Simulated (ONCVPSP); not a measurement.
## Before and after: ONCV potential for xenon

xenon, optimised norm-conserving Vanderbilt (ONCV), made with ONCVPSP 4.0.1 (LDA (Perdew-Wang 92), non-relativistic). Core [Ar] 3d10 4s2, reference 4p6 4d10 5s2 5p6. Waves: 5s: rc 1.70 bohr, ncon 4, nbas 9, qcut 3.5 1/bohr, 2 projectors, debl 1.9 Ha; 4p+5p: rc 1.45 bohr, ncon 3, nbas 8, qcut 7.6 1/bohr, 2 projectors; 4d: rc 0.95 bohr, ncon 3, nbas 6, qcut 10.6 1/bohr, local; f scattering state at 0.04 Ha: rc 1.60 bohr, ncon 4, nbas 7, qcut 6.9 1/bohr, 2 projectors, debl 1.8 Ha. Local part: the d channel. Core correction: polynomial model core, fcfact 0.5.

Change: all radii but the core radius scaled by about 1.30 (s 2.20, p 1.88, d 1.24, f 2.08 bohr).

Cutoffs: the cutoffs (Ha) at which the residual kinetic energy of the hardest occupied pseudo-wave falls to 1 and 0.1 mHa per electron; they do not see the model core or the augmentation charge, which bear on the density cutoff. Errors are all-electron minus pseudo energies relative to the spin-unpolarised reference configuration.

Task: Predict the effect on cutoff, ghosts and configuration errors.

Result: The potential gets softer (57 Ha and 135 Ha → 47 Ha and 53 Ha); the bound ghosts move from p, s to s; of the 4 tests that both files solve, the error grows in 0 and shrinks in 2 by more than 15 % and 0.3 meV (median size 2.3 → 0.7 meV). A larger radius leaves more room for a smooth pseudo-wave, so fewer plane waves are needed.

| quantity | base | changed |
| --- | --- | --- |
| cutoff, loose | 57 Ha | 47 Ha |
| cutoff, tight | 135 Ha | 53 Ha |
| loose cutoff by channel | s 25 Ha, p 25 Ha, d 57 Ha | s 8.6 Ha, p 22 Ha, d 47 Ha |
| bound ghosts | s, p | s |
| GHOST(+) flags under 300 eV | none | none |
| error for 4p6 4d10 5s2 5p5, meV [ΔE 12.72 eV] | -0.6 | -0.5 |
| error for 4p6 4d10 5s2 5p4, meV [ΔE 34.60 eV] | -3.9 | -1.0 |
| error for 4p6 4d10 5s2 5p3, meV [ΔE 66.41 eV] | -12 | -1.0 |
| error for 4p6 4d10 5s2 5p5.5, meV [ΔE 5.27 eV] | -0.1 | -0.2 |
| rms error of d²Exc/dni dnj with the model core, mHa | 0.43 | 0.84 |

 A true bound ghost makes a file unfit for plane-wave use even where its test errors are small: the radial tests pick states by their node count and pass the ghost by.
